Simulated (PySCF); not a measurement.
Structure with atom numbers: `[O:1]=[C:2]=[N:3][c:4]1[cH:5][cH:6][cH:7][cH:8][c:9]1[F:10]`; H(Xn) means a hydrogen on atom n.

[PySCF 2.14: structure optimised with GFN2-xTB; shieldings: GIAO PBE0/pcSseg-1; non-relativistic Hamiltonian; in vacuum; a single conformation]

List the cross peaks expected in HSQC, COSY and HMBC spectra.

Answers



HSQC (one-bond C–H):
```tsv
δH	δC
7.51 (H(C5))	132.2 (C5)
7.46 (H(C8))	121.8 (C8)
7.41 (H(C7))	131.1 (C7)
7.40 (H(C6))	130.3 (C6)
```

COSY cross peaks (H two or three bonds apart, from the bond graph; peaks can be absent where the dihedral angle is near 90°):
```tsv
δH	δH
7.51 (H(C5))	7.40 (H(C6))
7.46 (H(C8))	7.41 (H(C7))
7.41 (H(C7))	7.40 (H(C6))
```

HMBC (two and three bonds, from the bond graph):
```tsv
δH	δC
7.51 (H(C5))	168.2 (C9), 131.1 (C7), 130.3 (C6), 127.7 (C4)
7.46 (H(C8))	168.2 (C9), 131.1 (C7), 130.3 (C6), 127.7 (C4)
7.41 (H(C7))	168.2 (C9), 132.2 (C5), 130.3 (C6), 121.8 (C8)
7.40 (H(C6))	132.2 (C5), 131.1 (C7), 127.7 (C4), 121.8 (C8)
```

Shifts are taken against calculated references (same method and geometry level): TMS for ¹H (σ = 31.72 ppm) and ¹³C (σ = 186.93 ppm).

Shifts are as computed. Against solution values, carbons near 30 ppm lie about +3 ppm off and those near 130 ppm about +5 ppm. Of 1211 compounds with measured shifts, 218 miss one by over three times the rms of a fit or turn the order of signals round; such compounds aren't used in these exercises.
